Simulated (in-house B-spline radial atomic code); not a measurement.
Successive ionisation energies of manganese; each step leads to the configuration of the next row (after the last: [Ne] 3s2 3p1). NIST's values go from ground level to ground level; the uncertainty of those that are theory runs from under 0.1 % in few-electron ions to several per cent in heavy many-electron ones. Computed with a radial B-spline atomic code at the basis-set limit: non-relativistic Hartree-Fock, average of the configuration, point nuclei.

| ion | configuration | ionisation energy (eV) | tabulated value (eV) | tabulated kind | computed minus tabulated (eV) | highest orbital | largest mean radius (bohr) |
| --- | --- | --- | --- | --- | --- | --- | --- |
| Mn | [Ar] 3d5 4s2 | 6.6 | 7.434038 | measured | -0.9 | 4s | 3.3494 |
| Mn+ | [Ar] 3d5 4s1 | 14.3 | 15.63999 | measured | -1.4 | 4s | 2.9746 |
| Mn2+ | [Ar] 3d5 | 30.5 | 33.668 | measured | -3.2 | 3d | 1.1216 |
| Mn3+ | [Ar] 3d4 | 49.2 | 51.21 | semi-empirical | -2.0 | 3d | 1.029 |
| Mn4+ | [Ar] 3d3 | 70.3 | 72.41 | semi-empirical | -2.1 | 3d | 0.95861 |
| Mn5+ | [Ar] 3d2 | 93.4 | 95.604 | measured | -2.2 | 3d | 0.90191 |
| Mn6+ | [Ar] 3d1 | 118.5 | 119.203 | measured | -0.7 | 3d | 0.85446 |
| Mn7+ | [Ne] 3s2 3p6 | 194.4 | 195.5 | semi-empirical | -1.1 | 3p | 0.81757 |
| Mn8+ | [Ne] 3s2 3p5 | 221.7 | 221.89 | semi-empirical | -0.2 | 3p | 0.79867 |
| Mn9+ | [Ne] 3s2 3p4 | 250.0 | 248.6 | semi-empirical | 1.4 | 3p | 0.78126 |
| Mn10+ | [Ne] 3s2 3p3 | 279.2 | 286.1 | semi-empirical | -6.9 | 3p | 0.76482 |
| Mn11+ | [Ne] 3s2 3p2 | 309.3 | 314.4 | semi-empirical | -5.1 | 3p | 0.75108 |

(1) Where is the largest jump?

(2) How far is this level of theory from the measured and semi-empirical values?

Answers

(1) From Mn to Mn+, by a factor of 2.17 (6.5617 to 14.254 eV); the highest orbital goes from 4s to 4s.

(2) Over those 12 rows the differences run from -6.9 to +1.39 eV (mean absolute value 2.3 eV). The calculation leaves out relativity, correlation and, in open shells, the multiplet splittings that an average leaves out.
